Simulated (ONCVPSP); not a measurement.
## Transferability test, ONCV potential for manganese

ONCVPSP 4.0.1 input, shortened (lines: element, Z, core and valence counts, functional; n l f; lmax; l rc ep ncon nbas qcut; lloc lpopt rc5 dvloc0; l nproj debl; icmod fcfact rcfact), Wu-Cohen, scalar-relativistic:

```
  Mn 25.00    4    3  -118130      upf
    1    0    2.00
    2    0    2.00
    2    1    6.00
    3    0    2.00
    3    1    6.00
    3    2    5.00
    4    0    2.00
    2
    0    2.20    0.00    4    9    2.40
    1    1.35    0.00    3    6   10.20
    2    1.30    0.00    3    8   12.60
    4    5    1.15    4.00
    0    3    1.10
    1    1    3.70
    2    2    2.80
    1    0.50    0.00
```

Energies are relative to the spin-unpolarised reference configuration 3p6 3d5 4s2; without spin polarisation the order of configurations can differ from experiment.

| valence configuration | charge | ΔE all-electron (eV) | error AE − PS (meV) |
| --- | --- | --- | --- |
| 3p6 3d5 4s1 | +1 | 8.447 | -8.7 |
| 3p6 3d5 4s0 | +2 | 23.926 | -41 |
| 3p6 3d6 4s0 | +1 | 6.750 | -100 |

Q: What are ΔE and the potential's error for 3p6 3d4 4s0?

A: ΔE = 56.438 eV all-electron; the error (AE − PS) is +47 meV.

Levels in the configuration 3p6 3d5 4s1:

```json
{"level": "3p", "all-electron (eV)": "-62.775", "pseudo (eV)": "-62.713"}
{"level": "3d", "all-electron (eV)": "-14.958", "pseudo (eV)": "-14.926"}
{"level": "4s", "all-electron (eV)": "-11.879", "pseudo (eV)": "-11.895"}
```

Note: ghosts flagged at negative energy: s at -79655.2 eV; GHOST(+) flagged for s at 68.1 eV. A true bound ghost makes a file unfit for plane-wave use.
